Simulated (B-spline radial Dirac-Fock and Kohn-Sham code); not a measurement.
## Satellites and hypersatellites of the K lines of Eu

System: neutral europium in the configuration 1s2 2s2 2p6 3s2 3p6 3d10 4s2 4p6 4d10 4f6 5s2 5p6 5d1 6s2 (an excited configuration).

These are calculated numbers from an atomic code on a B-spline grid; the model is Dirac-Fock ΔSCF + Breit + QED. Each two-hole energy is an average over J within one jj subconfiguration, not an observable level; in light atoms, where LS coupling holds, the j-resolved values are not observed lines, and for a K spectator the Kα1 hypersatellite is nearly forbidden. The model has no electron correlation.

Lines without a spectator: Kα2 (K-L2) 40899.0 eV, Kα1 (K-L3) 41539.4 eV, Kβ3 (K-M2) 46898.5 eV, Kβ1 (K-M3) 47031.2 eV. Shifts in eV with one spectator hole (a dash: not computed, or left out as unreliable):

```csv
spectator hole,Kα2,Kα1,Kβ3,Kβ1
K (1s),+778.9,+820.1,+1002.3,+1011.6
L2 (2p1/2),+93.2,+121.4,–,+243.6
L3 (2p3/2),+80.2,+84.0,+199.4,–
M2 (3p1/2),–,+17.16,+35.8,+42.7
M3 (3p3/2),+10.88,–,+33.4,+33.2
M4 (3d3/2),+3.22,-0.10,–,–
M5 (3d5/2),-1.22,+1.78,–,–
```
